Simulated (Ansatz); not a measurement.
```yaml
crystal:
  periodic: [false, false, false]
  atoms:
    - {symbol: S, position_ang: [-1.613052, 1.240600, -0.793586]}
    - {symbol: S, position_ang: [0.202355, 0.512182, -1.454874]}
    - {symbol: Si, position_ang: [0.902096, -0.226395, 0.414513]}
    - {symbol: Cl, position_ang: [-0.214942, -1.823804, 1.056152]}
    - {symbol: H, position_ang: [-2.314811, 0.097315, -0.903462]}
    - {symbol: H, position_ang: [2.290214, -0.691046, 0.186174]}
    - {symbol: D, position_ang: [0.809240, 0.823048, 1.449284]}
basis:
  gaussian: {orbitals: 6-31G}
hamiltonian: {xc: {name: PBEsol}, pseudopotentials: {relativity: scalar}}
```

```sh
$ ansatz run in.yaml --threads 2 --pin off --events-out ev --progress --plain --max-ram 4352MiB
```

Shortened log:

```
Error: YAML parse error: error: line 10 column 16: `D` is not an element symbol (H … Og, case-exact)
 8 |     - {symbol: H, position_ang: [-2.314811, 0.097315, -0.903462]}
 9 |     - {symbol: H, position_ang: [2.290214, -0.691046, 0.186174]}
10 |     - {symbol: D, position_ang: [0.809240, 0.823048, 1.449284]}
11 | basis:
12 |   gaussian: {orbitals: 6-31G}
```

(1) What is wrong with this run?

Results:

(1) An element symbol is wrong. The program refused the input.
